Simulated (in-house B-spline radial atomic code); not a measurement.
# Excitations of Be²⁺ by several methods

Full response, energies in eV; labels give the largest channel, * marks a mixed state, a dash one above the method's threshold, and an imaginary frequency an unstable closed-shell reference. Computed with a B-spline radial code for spherical atoms: linear response of the closed shell 1s2 with each method's own kernel (bare exchange for TDHF, static screening on G0W0 levels for BSE, the adiabatic kernel for functionals); non-relativistic, point nucleus, no spin-orbit coupling, no double excitations, S, P, D and F terms only.

```json
{"method": "TDHF", "1s → 2s 3S": "118.40", "1s → 2s 1S": "122.14", "1s → 2p 3P": "121.98", "α (bohr³)": "0.05186"}
{"method": "BSE on G0W0@HF", "1s → 2s 3S": "118.49", "1s → 2s 1S": "122.00", "1s → 2p 3P": "121.84", "α (bohr³)": "0.0515"}
{"method": "LDA VWN5", "1s → 2s 3S": "109.57", "1s → 2s 1S": "111.75", "1s → 2p 3P": "113.07", "α (bohr³)": "0.05667"}
{"method": "PBE", "1s → 2s 3S": "110.27", "1s → 2s 1S": "112.82", "1s → 2p 3P": "113.79", "α (bohr³)": "0.05521"}
{"method": "PBE0", "1s → 2s 3S": "112.63", "1s → 2s 1S": "115.44", "1s → 2p 3P": "116.15", "α (bohr³)": "0.05426"}
{"method": "B3LYP (VWN-RPA)", "1s → 2s 3S": "111.35", "1s → 2s 1S": "114.60", "1s → 2p 3P": "114.85", "α (bohr³)": "0.05443"}
{"method": "CAM-B3LYP", "1s → 2s 3S": "110.64", "1s → 2s 1S": "113.81", "1s → 2p 3P": "114.27", "α (bohr³)": "0.05454"}
{"method": "LC-wPBE", "1s → 2s 3S": "109.10", "1s → 2s 1S": "111.51", "1s → 2p 3P": "112.80", "α (bohr³)": "0.05531"}
{"method": "wB97X", "1s → 2s 3S": "?", "1s → 2s 1S": "?", "1s → 2p 3P": "?", "α (bohr³)": "?"}
{"method": "HSE06", "1s → 2s 3S": "112.74", "1s → 2s 1S": "115.59", "1s → 2p 3P": "116.25", "α (bohr³)": "0.05425"}
{"method": "BHandHLYP", "1s → 2s 3S": "?", "1s → 2s 1S": "?", "1s → 2p 3P": "?", "α (bohr³)": "?"}
{"method": "BLYP", "1s → 2s 3S": "109.23", "1s → 2s 1S": "112.40", "1s → 2p 3P": "112.71", "α (bohr³)": "0.05509"}
{"method": "PBEsol", "1s → 2s 3S": "109.64", "1s → 2s 1S": "112.12", "1s → 2p 3P": "113.16", "α (bohr³)": "0.05582"}
{"method": "BP86", "1s → 2s 3S": "110.80", "1s → 2s 1S": "113.02", "1s → 2p 3P": "114.32", "α (bohr³)": "0.05486"}
{"method": "LDA exchange-only", "1s → 2s 3S": "107.65", "1s → 2s 1S": "110.16", "1s → 2p 3P": "111.19", "α (bohr³)": "0.0573"}
{"method": "B97-1", "1s → 2s 3S": "112.31", "1s → 2s 1S": "115.41", "1s → 2p 3P": "116.11", "α (bohr³)": "0.05415"}
{"method": "RPBE", "1s → 2s 3S": "110.27", "1s → 2s 1S": "112.85", "1s → 2p 3P": "113.83", "α (bohr³)": "0.05502"}
{"method": "OLYP", "1s → 2s 3S": "108.65", "1s → 2s 1S": "111.91", "1s → 2p 3P": "112.32", "α (bohr³)": "0.05505"}
```

Problem. What does wB97X give?

Solution. 1s → 2s 3S: 111.45; 1s → 2s 1S: 114.28; 1s → 2p 3P: 115.42; α: 0.05381 (eV, bohr³).

Problem. What does BHandHLYP give?

Solution. 1s → 2s 3S: 113.57; 1s → 2s 1S: 117.46; 1s → 2p 3P: 117.11; α: 0.05335 (eV, bohr³).
